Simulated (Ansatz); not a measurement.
Geometry optimisation, RKS PBE-D4/def2-SVP in Ansatz.

Input file:

```yaml
crystal:
  periodic: [false, false, false]
  atoms:
    - { symbol: C, position_ang: [-0.3376, 1.4702, 0.1962] }
    - { symbol: C, position_ang: [-0.2425, 0.2357, -0.1659] }
    - { symbol: Ge, position_ang: [0.8973, -0.8926, 0.8544] }
    - { symbol: C, position_ang: [-0.8405, -0.2782, -1.3644] }
    - { symbol: O, position_ang: [-0.7559, -1.4954, -1.7284] }
    - { symbol: H, position_ang: [-1.0198, 2.1979, -0.3889] }
    - { symbol: H, position_ang: [0.1527, 1.9149, 1.0553] }
    - { symbol: H, position_ang: [0.3915, -2.3149, 0.9083] }
    - { symbol: H, position_ang: [1.0521, -0.3268, 2.3548] }
    - { symbol: H, position_ang: [2.3344, -0.9191, 0.2319] }
    - { symbol: H, position_ang: [-1.5663, 0.3514, -1.9326] }
basis:
  gaussian: { orbitals: def2-SVP }
hamiltonian:
  xc: pbe
  dispersion: d4
relax:
  f_tol: 0.02
  max_steps: 50
```

Command:

```bash
$ ansatz run input.yaml --threads 2 --pin off --max-ram 3072MiB --backend cpu --events-out ev --progress --plain --runs-dir out
```

Question: Where does it end, and by what steps?

Answer: It converged. The force dipped under the threshold on the way, but the program's further checks kept it going. After 10 steps the energy has fallen by 0.525 eV; H10 moved furthest, 0.49 Å.

```tsv
step	energy less start (eV)	largest force component (eV/Å)	accepted
0	0.0000	4.900	yes
1	-0.0833	3.479	yes
2	-0.4595	1.472	yes
3	-0.4855	1.219	yes
4	-0.5026	0.773	yes
5	-0.5201	0.071	yes
6	-0.5157	0.193	no
7	-0.5233	0.019	yes
8	-0.5241	0.070	yes
9	-0.5193	0.371	no
10	-0.5247	0.012	yes
```

```xyz
11
Properties=species:S:1:pos:R:3
C -0.518 1.518 0.248
C -0.198 0.261 -0.138
Ge 0.968 -0.962 0.875
C -0.746 -0.267 -1.409
O -0.512 -1.388 -1.835
H -1.180 2.150 -0.373
H -0.142 1.966 1.183
H 0.184 -2.235 1.274
H 1.422 -0.201 2.150
H 2.202 -1.346 0.024
H -1.415 0.449 -1.978
```

Whether the end is a true minimum wasn't checked by a vibrational analysis.

The run took 19 s on 2 threads of Intel(R) Xeon(R) Platinum 8488C (Sapphire Rapids) (shared host), peak memory 0.18 GiB.
